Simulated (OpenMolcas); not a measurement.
Cu2+ in CsCaBr3: curves along the breathing mode

Cu2+ with its 6 nearest bromide ions, on the Ca site of CsCaBr3 (a = 5.69 Å, distance in the model lattice 2.845 Å). The rest of the host is ab initio model potentials to 7.6 Å, with orthogonalisation functions on the cations behind the ligands, and point charges beyond; the distance is set by hand and nothing relaxes. Ligand basis ANO-RCC-VDZP.

| Property | Result |
| --- | --- |
| Program | OpenMolcas 26.06 |
| Method | CASSCF |
| Basis | ANO-RCC-VDZP [5s4p2d1f] |
| Scalar Hamiltonian | DKH2, point nucleus |
| Active space | 9 electrons in 5 orbitals (3d) |
| State averaging | 2S+1 = 2 even, 5 roots |
| Spin-orbit coupling | RASSI with atomic mean-field integrals over the reference wave functions |

Spin-free energies (labels of O, the rotations of Oh) in cm-1 above the lowest fitted minimum, as all ligands move together:

```csv
R (Å),2E,2T2
2.533,2780,6670
2.592,500,3800
2.652,50,2860
2.712,1330,3730
2.771,4190,6260
2.831,8700,10480
2.891,14850,16390
```

Cubic fits give the following; the wavenumber is harmonic, with the mass of all moving ligands, small differences in it between states hang on the degree of the fit, a number in brackets counts states of one label, and the table is a selection of at most 14 states with clean curves.

```csv
State,R0 (Å),Breathing mode (cm-1),Minimum (cm-1)
2E,2.638,185,0
2T2,2.654,189,2850
```

The minimum of 2T2 is shifted by +0.0153 Å against 2E (from the unrounded fits). With M = 479.4 u for the moving shell, the Huang-Rhys factor in this mode is S = M ω ΔR² / 2ħ = 0.01483 × 479.4 × 185 × 0.0153² = 0.31. Only the first shell moves, against a rigid host.

An orbital doublet at a regular site is open to a Jahn-Teller distortion, which this geometry leaves out. Ligand-to-metal charge-transfer states are missing. With metal d orbitals alone and no dynamic correlation the field as a rule comes out too small, by tens of per cent, by up to half for chloride and softer ligands. No measured value stands beside these numbers.
